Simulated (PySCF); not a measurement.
A structure optimised at ωB97X-D3(BJ)/def2-SVP, used in a PySCF frequency run:

```xyz
6

B      0.0066    -0.9792     0.0000
F      0.9920    -1.8575     0.0000
F     -1.2363    -1.4321     0.0000
N      0.2853     0.4120     0.0000
C      0.0879     1.5980     0.0000
O     -0.0447     2.7538     0.0000
```

Question: Write its SMILES, formula and point group.

Answer: O=C=NB(F)F, CBF₂NO, Cs

Question: What are its rotational constants (standard atomic weights)?

Answer: 10.314, 1.8783, 1.5889 GHz
